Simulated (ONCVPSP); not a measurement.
## silver (Ag): what ONCVPSP 4.0.1 does with a changed input

Command:

```bash
oncvpsp.x < Ag.dat > Ag.out
```

Input:

```
# ATOM AND REFERENCE CONFIGURATION
# atsym  z   nc   nv     iexc    psfile
  Ag 47.00    6    5  -001012      upf
#
#   n    l    f
    1    0    2.00
    2    0    2.00
    2    1    6.00
    3    0    2.00
    3    1    6.00
    3    2   10.00
    4    0    2.00
    4    1    6.00
    4    2   10.00
    5    0    0.50
    5    1    0.50
#
# PSEUDOPOTENTIAL AND OPTIMIZATION
# lmax
    2
#
#   l,   rc,      ep,       ncon, nbas, qcut
    0    1.50    0.00    3    7   10.20
    1    4.80    0.00    4    7    9.80
    2    1.50    0.00    3    7   10.40
#
# LOCAL POTENTIAL
# lloc, lpopt,  rc(5),   dvloc0
    4    5    1.45    0.00
#
# VANDERBILT-KLEINMAN-BYLANDER PROJECTORs
# l, nproj, debl
    0    2    2.50
    1    2    2.50
    2    2    2.80
#
# MODEL CORE CHARGE
# icmod, fcfact, rcfact
    3    5.25    1.35
#
# LOG DERIVATIVE ANALYSIS
# epsh1, epsh2, depsh
   -5.00    5.00    0.04
#
# OUTPUT GRID
# rlmax, drl
    6.00    0.01
#
# TEST CONFIGURATIONS
# ncnf
    4
# nvcnf
#   n    l    f
    5
    4    0    2.00
    4    1    6.00
    4    2   10.00
    5    0    1.00
    5    1    0.00
#
    5
    4    0    2.00
    4    1    6.00
    4    2   10.00
    5    0    0.00
    5    1    0.00
#
    5
    4    0    2.00
    4    1    6.00
    4    2    9.00
    5    0    0.00
    5    1    0.00
#
    5
    4    0    2.00
    4    1    6.00
    4    2    7.00
    5    0    0.00
    5    1    0.00
#
```

This is an input that runs to its end, with one change: rc of l = 1 set to 4.80 bohr.

Task: How does the run end?

Result: The program runs through. Ghost flags: GHOST(+) p at 845.5 eV; the largest excitation error among the 2 tests with output is 12.5 meV, against 1.01 meV for the unchanged input. Messages: WARNING no output for configuration 4; WARNING no output for configuration 5; psatom: WARNING lschvkbb convergence error n,l,iter= 3 1 3.

```
   4   2 10.0000   -0.58504281   -0.58709674   -2.05D-03

    Total energies and differences
      AE_ref= -5.31106219D+03  AE_tst= -5.31083690D+03  dif=  2.25D-01
      PS_ref= -1.31776654D+02  PS_tst= -1.31550894D+02  dif=  2.26D-01
      PSP excitation error= -4.61D-04

Test configuration 3

psatom: WARNING lschvkbb convergence error n,l,iter=   3   1   4
ea(ii),et,emin,emax -5.689604E-02 -6.258564E-02 -6.258564E-02 -6.258564E-02
run_config: WARNING for fully non-local PS atom, stg. 1
 WARNING no output for configuration 4

Test configuration 4

psatom: WARNING lschvkbb convergence error n,l,iter=   3   1   3
ea(ii),et,emin,emax -5.248836E-02 -5.773720E-02 -5.773720E-02 -5.773720E-02
run_config: WARNING for fully non-local PS atom, stg. 1
 WARNING no output for configuration 5
```
